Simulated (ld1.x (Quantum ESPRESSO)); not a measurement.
Pt (Z = 78), TM semilocal: configuration errors across variants

```
Element                 : Pt
Generator               : ld1.x (Quantum ESPRESSO) 7.5
Type                    : norm-conserving Troullier–Martins (semilocal form)
Functional              : PBE
Relativity              : scalar-relativistic
Frozen core             : [Xe] 4f14
Valence charge          : 10
Reference configuration : 5d9 6s1 6p0
Partial waves           : 6s (bound): rc 2.45 bohr; 5d (bound): rc 1.65 bohr; 6p (bound, empty): rc 3.70 bohr
Local potential         : the p channel
Core correction         : none
```

All-electron excitation energies from the reference (eV): (1) 5d9 6s0 6p0 9.194; (2) 5d8 6s0 6p0 29.160; (3) 5d7 6s0 6p0 61.376; (4) 5d10 6s0 6p0 -0.018; (5) 5d9 6s0 6p1 5.049; (6) 5d6 6s0 6p0 107.029; (7) 5d9 6s0.5 6p0 3.694.

A semilocal file is local in each channel, so a ghost entry of none says nothing of the separable form that plane-wave codes build from it.

Errors AE − PS in meV (a dash: test not solved or not reliable):

| change | (1) | (2) | (3) | (4) | (5) | (6) | (7) | bound ghosts |
| --- | --- | --- | --- | --- | --- | --- | --- | --- |
| base | -0.3 | +28 | +9.3 | -27 | +3.0 | -117 | -1.3 | none |
| all radii scaled by about 0.87 (s 2.12, p 3.22, d 1.44 bohr) | +0.3 | +28 | +6.5 | -27 | +0.7 | -123 | -1.2 | none |
| all radii scaled by about 1.07 (s 2.62, p 3.96, d 1.76 bohr) | +0.8 | +24 | -3.1 | -23 | +4.6 | -139 | -1.0 | none |
| all radii scaled by about 1.19 (s 2.92, p 4.42, d 1.96 bohr) | +2.5 | +7.1 | -46 | -12 | +8.4 | -216 | -0.4 | none |
| all radii scaled by about 1.24 (s 3.04, p 4.60, d 2.04 bohr) | +2.8 | -7.9 | -84 | -3.8 | +8.3 | -280 | -0.1 | none |
| all radii scaled by about 1.38 (s 3.38, p 5.10, d 2.28 bohr) | +0.4 | -58 | -200 | +17 | +6.6 | -467 | +0.1 | none |

(1) Give the same row for: all radii scaled by about 0.76 (s 1.86, p 2.82, d 1.26 bohr).

Results:

(1) +4.9, +26, -7.1, -20, +2.7, -153, -0.2; bound ghosts: none.
